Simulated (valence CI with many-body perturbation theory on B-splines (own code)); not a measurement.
Results of a calculation; reference values are marked as such.
Level structure of Sn XLIV

Method: valence CI with perturbative core correlation (CI+MBPT): five valence electrons over a frozen Dirac-Fock core [He], a basis of 9 s, 9 p, 8 d, 6 f, 3 g, 1 h functions for each j, with the one-electron correlation potential Σ1, the two-electron term Σ2, the three-electron term Σ3, Breit, model QED; selected CI, second order for the rest (own B-spline code, finite nucleus).

The last digits are not significant, and no measured levels were compared; by estimate large intervals hold to a few tenths of a per cent, small ones and those within an open d or f shell to about a per cent. Among the levels kept, up to 1400 cm⁻¹ of a level comes from second order outside the variational space, and about a tenth of that is noise between levels of different J, which matters for small intervals.

Levels 46 to 82 of 82, with energies above the lowest level, (2s^2 2p1/2^2 2p3/2) J=3/2. "Leading %" is the weight of the configuration and term that name the level; weights of strongly mixed levels are sums over their largest components and can fall short. In the jj column 3d3/2^4 stands for four electrons in 3d with j = 3/2.

```
No.  Configuration  Term    J  E (× 10³ cm⁻¹)  Leading %     Second component                     Leading jj
 46     2s2.2p2.3d    2F  5/2           34995         31   23 % 2s2.2p2.3d 4D  2s^2 2p1/2 2p3/2 3d5/2 (70 %)
 47     2s2.2p2.3d    2G  9/2           35003         60   40 % 2s2.2p2.3d 4F  2s^2 2p1/2 2p3/2 3d5/2 (99 %)
 48     2s2.2p2.3d    4P  1/2           35003         38   29 % 2s2.2p2.3d 2P  2s^2 2p1/2 2p3/2 3d3/2 (96 %)
 49      2s.2p3.3s   4D°  1/2           35012         39   36 % 2s.2p3.3s 2P°     2s 2p1/2^2 2p3/2 3s (94 %)
 50      2s.2p3.3p    6P  3/2           35035         22   13 % 2s2.2p2.3d 4P  2s 2p1/2^2 2p3/2 3p1/2 (66 %)
 51      2s.2p3.3s   2P°  3/2           35036         30   20 % 2s.2p3.3s 2D°     2s 2p1/2^2 2p3/2 3s (96 %)
 52     2s2.2p2.3d    2D  5/2           35055         23    12 % 2s.2p3.3p 6P  2s 2p1/2^2 2p3/2 3p1/2 (53 %)
 53     2s2.2p2.3d    2D  5/2           35094         45   17 % 2s2.2p2.3d 2F  2s^2 2p1/2 2p3/2 3d5/2 (62 %)
 54     2s2.2p2.3d    2F  7/2           35144         63   21 % 2s2.2p2.3d 2G  2s^2 2p1/2 2p3/2 3d5/2 (92 %)
 55     2s2.2p2.3d    2D  3/2           35158         60   26 % 2s2.2p2.3d 2P  2s^2 2p1/2 2p3/2 3d5/2 (97 %)
 56     2s2.2p2.3d    2P  1/2           35182         64   29 % 2s2.2p2.3d 2S  2s^2 2p1/2 2p3/2 3d5/2 (96 %)
 57     2s2.2p2.3s    4P  5/2           35245         53   35 % 2s2.2p2.3s 2D         2s^2 2p3/2^2 3s (87 %)
 58     2s2.2p2.3s    2P  3/2           35280         51   35 % 2s2.2p2.3s 2D         2s^2 2p3/2^2 3s (96 %)
 59      2s.2p3.3p    2P  1/2           35470         31    23 % 2s.2p3.3p 4D  2s 2p1/2^2 2p3/2 3p1/2 (91 %)
 60      2s.2p3.3p    2D  3/2           35487         31    27 % 2s.2p3.3p 4F  2s 2p1/2^2 2p3/2 3p1/2 (96 %)
 61     2s2.2p2.3s    2S  1/2           35549         67   18 % 2s2.2p2.3s 4P         2s^2 2p3/2^2 3s (94 %)
 62      2s.2p3.3p    4D  7/2           35570         43    39 % 2s.2p3.3p 6P  2s 2p1/2^2 2p3/2 3p3/2 (95 %)
 63      2s.2p3.3p    4P  3/2           35623         37    23 % 2s.2p3.3p 2P  2s 2p1/2^2 2p3/2 3p3/2 (96 %)
 64      2s.2p3.3p    4P  5/2           35709         37    22 % 2s.2p3.3p 2D  2s 2p1/2^2 2p3/2 3p3/2 (94 %)
 65      2s.2p3.3p    4P  1/2           35741         38    29 % 2s.2p3.3p 2P  2s 2p1/2^2 2p3/2 3p3/2 (92 %)
 66     2s2.2p2.3p   2P°  3/2           35792         26  23 % 2s2.2p2.3p 4P°      2s^2 2p3/2^2 3p1/2 (96 %)
 67     2s2.2p2.3p   2D°  5/2           35820         42  25 % 2s2.2p2.3p 2F°      2s^2 2p3/2^2 3p1/2 (97 %)
 68      2s.2p3.3p    2D  5/2           36064         26    17 % 2s.2p3.3p 4F  2s 2p1/2^2 2p3/2 3p3/2 (97 %)
 69      2s.2p3.3d   4D°  5/2           36083         29   29 % 2s.2p3.3d 6D°  2s 2p1/2^2 2p3/2 3d3/2 (94 %)
 70     2s2.2p2.3p   2P°  1/2           36089         71  16 % 2s2.2p2.3p 4D°      2s^2 2p3/2^2 3p1/2 (90 %)
 71      2s.2p3.3d   6D°  3/2           36103         36   19 % 2s.2p3.3d 4P°  2s 2p1/2^2 2p3/2 3d3/2 (94 %)
 72      2s.2p3.3d   6D°  7/2           36109         30   22 % 2s.2p3.3d 4F°  2s 2p1/2^2 2p3/2 3d3/2 (78 %)
 73      2s.2p3.3d   4P°  1/2           36113         41   40 % 2s.2p3.3d 6D°  2s 2p1/2^2 2p3/2 3d3/2 (94 %)
 74      2s.2p3.3p    2P  3/2           36136         26    18 % 2s.2p3.3p 4D  2s 2p1/2^2 2p3/2 3p3/2 (96 %)
 75      2s.2p3.3p    4P  1/2           36166         47    14 % 2s.2p3.3p 2S  2s 2p1/2^2 2p3/2 3p3/2 (96 %)
 76      2s.2p3.3d   4F°  9/2           36214         44   40 % 2s.2p3.3d 6D°  2s 2p1/2^2 2p3/2 3d5/2 (96 %)
 77     2s2.2p2.3p   2D°  5/2           36246         34  23 % 2s2.2p2.3p 4P°      2s^2 2p3/2^2 3p3/2 (64 %)
 78     2s2.2p2.3p   4D°  7/2           36256         54  37 % 2s2.2p2.3p 2F°      2s^2 2p3/2^2 3p3/2 (90 %)
 79     2s2.2p2.3p   2P°  1/2           36287         63  24 % 2s2.2p2.3p 2S°      2s^2 2p3/2^2 3p3/2 (90 %)
 80      2s.2p3.3s   4D°  5/2           36293         26   23 % 2s.2p3.3s 6S°     2s 2p1/2 2p3/2^2 3s (52 %)
 81      2s.2p3.3d   4D°  5/2           36355         20   16 % 2s.2p3.3d 2D°  2s 2p1/2^2 2p3/2 3d5/2 (80 %)
 82      2s.2p3.3d   4D°  3/2           36364         31   15 % 2s.2p3.3d 2D°  2s 2p1/2^2 2p3/2 3d5/2 (76 %)
```
